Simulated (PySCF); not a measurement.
# I: excitation energy

I [Kr] 4d10 5s2 5p5 (2P) → I [Kr] 4d10 5s1 5p6 (2S), as a difference of total energies. Computed with PySCF 2.14 in x2c-QZVPPall, with the spin-free X2C one-electron Hamiltonian (Gaussian nucleus). Correlated levels: valence: [Kr] 4d10 frozen; valence and next inner shell: [Ar] 3d10 frozen. The calculations carry no spin-orbit coupling.

```json
{"method": "UHF", "excitation energy (eV)": "12.728"}
{"method": "LDA", "excitation energy (eV)": "10.385"}
{"method": "PBE", "excitation energy (eV)": "10.380"}
{"method": "PBE0", "excitation energy (eV)": "10.982"}
{"method": "r2SCAN", "excitation energy (eV)": "10.765"}
{"method": "PW91", "excitation energy (eV)": "10.400"}
{"method": "r2SCANh", "excitation energy (eV)": "10.959"}
{"method": "B2PLYP", "excitation energy (eV)": "10.869"}
{"method": "ROHF", "excitation energy (eV)": "12.766"}
{"method": "MP2 (valence)", "excitation energy (eV)": "10.949"}
{"method": "SCS-MP2 (valence)", "excitation energy (eV)": "10.751"}
{"method": "MP2 (valence and next inner shell)", "excitation energy (eV)": "10.477"}
{"method": "SCS-MP2 (valence and next inner shell)", "excitation energy (eV)": "10.349"}
```

Task: How much does correlation contribute at MP2 (valence and next inner shell)?

Result: 10.477 − (12.728) = -2.251 eV, measured against UHF.

A first-order spin-orbit estimate (lowest level to lowest level, LS coupling) adds 0.297 eV.

The upper state lies above the first ionisation limit, where it may autoionise and the basis confines it.
